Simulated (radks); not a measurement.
All-electron atom: C in [He] 2s2 2p2.

Calculated with a radial shooting solver on a logarithmic mesh with Libxc functionals: non-relativistic Kohn-Sham, PBE, spin-polarised, spherical densities, point nucleus; open shells are filled with parallel spins first.

Energy parts (hartree):
| part | energy |
|---|---|
| total | -37.79369 |
| kinetic | 37.66925 |
| electron-nucleus | -88.10793 |
| Hartree | 17.78074 |
| exchange-correlation | -5.13575 |

Orbitals (lengths in bohr, moments of r in powers of bohr; <r^-3> diverges for s and p1/2; r(max) is where P^2 peaks):
orbital	occ.	eigenvalue (hartree)	<r^-3>	<r^2>	r(max)	<r^4>
1s up	1	-10.03342	-	0.09969	0.1742	0.02636
1s down	1	-10.00362	-	0.09915	0.1740	0.02601
2s up	1	-0.53763	-	2.924	1.209	16.68
2s down	1	-0.43625	-	3.151	1.224	20.07
2p up	2	-0.22412	1.769	3.970	1.191	39.40
2p down	0	-0.13271	1.573	4.980	1.231	67.58

The highest occupied level is 2p up at -6.099 eV. The density falls to 0.001 e/bohr^3 at r = 3.64 bohr.
